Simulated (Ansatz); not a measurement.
Z-matrix (Å, degrees):
```
C
B 1 1.569
H 1 1.091 2 112.9
H 1 1.097 2 109.3 3 119.9
H 1 1.094 2 111.9 3 -123.4
C 2 1.576 1 122.0 3 167.9
O 2 1.364 1 116.9 3 -11.9
H 6 1.094 2 111.5 1 45.5
H 6 1.094 2 114.6 1 168.7
H 6 1.097 2 109.2 1 -70.9
H 7 0.961 2 112.9 1 -178.5
```

Charge 0, multiplicity 1.

**Question.** List the PBE0/def2-TZVPP orbital energies in eV (Ansatz 0.2.0). (Best estimate.)

**Answer.** Computed: Occupied: -522.90, -277.39, -277.10, -184.62, -28.57, -19.80, -19.00, -15.35, -12.18, -11.76, -11.63, -10.65, -10.43, -9.96, -9.83, -8.41. Lowest empty: 0.69, 0.73, 1.80, 2.43, 2.86, 3.01, 3.62, 3.77.
